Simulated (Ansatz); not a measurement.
The cluster Si₃O₃⁻. Total charge -1; doublet. Geometry r2SCAN-D4/def2-SVPD; atoms count from 1.

```csv
atom,x (Å),y (Å),z (Å)
Si1,-0.458,-1.923,-0.551
Si2,1.278,-0.508,0.202
Si3,-0.688,0.906,0.035
O4,-1.408,2.279,0.169
O5,2.766,-0.248,0.631
O6,-1.490,-0.505,-0.485
```

Another isomer (doublet) lies 1.22 eV lower at PBE0-D4/def2-TZVPD; other spin states weren't run for this one.

(1) Estimate the Mulliken populations from the PBE0/def2-TZVPD orbitals of Ansatz.

(2) Where does the spin sit?

(3) And the Mayer bond orders between heavy atoms (over 0.3)?

## Answers

(1) 
```json
{"atom": "Si1", "charge (e)": "-0.16", "spin (α − β)": "0.40"}
{"atom": "Si2", "charge (e)": "0.24", "spin (α − β)": "0.42"}
{"atom": "Si3", "charge (e)": "0.56", "spin (α − β)": "-0.04"}
{"atom": "O4", "charge (e)": "-0.70", "spin (α − β)": "-0.01"}
{"atom": "O5", "charge (e)": "-0.70", "spin (α − β)": "0.15"}
{"atom": "O6", "charge (e)": "-0.24", "spin (α − β)": "0.08"}
```
Mulliken values depend strongly on the basis. With diffuse functions, as here, like atoms can get unlike values, and bond orders can come out too low or too high.

(2) Summed by element: Si 0.79, O 0.21, of 1 unpaired in all. Largest on single atoms: Si2 0.42, Si1 0.40, O5 0.15.

(3) Si1–Si2 1.07 (2.36 Å); Si1–O6 0.87 (1.76 Å); Si2–Si3 0.70 (2.43 Å); Si2–O5 1.88 (1.57 Å); Si3–O4 1.90 (1.56 Å); Si3–O6 1.05 (1.70 Å).
